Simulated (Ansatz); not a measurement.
C4H8O (SMILES C1CCOC1), singlet, at a GFN2-xTB geometry. Base run: B3LYP/3-21G (Ansatz, a quantum-chemistry and plane-wave program).

Ansatz was given this input:
Ansatz 0.2 input:
```yaml
crystal:
  periodic: [false, false, false]
  atoms:
    - {symbol: C, position_ang: [-0.14951409, 1.22743807, -0.21133895]}
    - {symbol: C, position_ang: [1.03239784, 0.53846414, 0.46684740]}
    - {symbol: C, position_ang: [0.84322136, -0.90563503, 0.00313845]}
    - {symbol: O, position_ang: [-0.55256836, -1.10617076, -0.15121029]}
    - {symbol: C, position_ang: [-1.22416573, 0.14359317, -0.11991759]}
    - {symbol: H, position_ang: [-0.45054046, 2.14977571, 0.27968171]}
    - {symbol: H, position_ang: [0.08631535, 1.43951081, -1.25488009]}
    - {symbol: H, position_ang: [1.99653334, 0.94504278, 0.17083741]}
    - {symbol: H, position_ang: [0.93514390, 0.60330060, 1.55126604]}
    - {symbol: H, position_ang: [1.22175649, -1.64089471, 0.71825128]}
    - {symbol: H, position_ang: [1.33785285, -1.07121204, -0.96464259]}
    - {symbol: H, position_ang: [-1.78029510, 0.22418567, 0.82463701]}
    - {symbol: H, position_ang: [-1.93785576, 0.17649535, -0.94784448]}
basis:
  gaussian:
    orbitals: 3-21G.json
hamiltonian:
  xc: b3lyp
```
The basis file holds 3-21G in the JSON format of the Basis Set Exchange.

The base run was repeated with changes; each row names its change, and settings that it needs were set with it.

```json
[
 {"change": "base", "E (Eh)": "-231.17713"},
 {"change": "functional = blyp; dispersion = d3bjatm", "E (Eh)": "-231.07662"},
 {"change": "functional = pbe0", "E (Eh)": "-230.90857"},
 {"change": "functional = wB97X", "E (Eh)": "-231.11702"},
 {"change": "functional = revpbe", "E (Eh)": "-231.09833"},
 {"change": "functional = BHLYP", "E (Eh)": "-231.03392"},
 {"change": "functional = r2scan", "E (Eh)": "-231.03825"},
 {"change": "functional = lc_wpbe", "E (Eh)": "-231.03255"},
 {"change": "functional = PBE0-DH", "E (Eh)": "-230.85240"},
 {"change": "functional = PBE-QIDH", "E (Eh)": "-230.71086"},
 {"change": "functional = hf", "E (Eh)": "-229.69634"},
 {"change": "functional = hse06", "E (Eh)": "-230.89562"},
 {"change": "functional = pbe0; dispersion = d3bjatm", "E (Eh)": "-230.91633"}
]
```

Total energies compare only within one method and basis.
